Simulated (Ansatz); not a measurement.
```xyz
13

C    -1.999   -0.987   -0.394
O    -0.756   -0.508    0.071
Si    0.177    0.557   -0.795
Si    1.977    0.781    0.705
O     1.534   -0.141    2.003
H    -2.409   -1.669    0.353
H    -1.886   -1.531   -1.339
H    -2.709   -0.166   -0.545
H    -0.592    1.809   -1.063
H     0.520   -0.027   -2.126
H     3.256    0.287    0.125
H     2.194    2.191    1.127
H     0.694   -0.594    1.879
```

The species carries charge 0 and has multiplicity 1.

(1) List the PBE/def2-TZVPP orbital energies in eV (Ansatz). (Estimate.)

Answers

(1) Ansatz gave: Occupied: -1779.98, -1779.89, -510.65, -510.17, -270.43, -137.67, -137.58, -94.45, -94.38, -94.38, -94.35, -94.30, -94.28, -25.61, -24.87, -17.27, -13.99, -13.28, -11.60, -11.31, -11.23, -10.60, -9.14, -9.01, -8.49, -7.78, -7.11, -6.83, -6.74. Lowest empty: -1.62, -0.30, -0.05, 0.55, 0.87, 1.01, 1.44, 1.68.
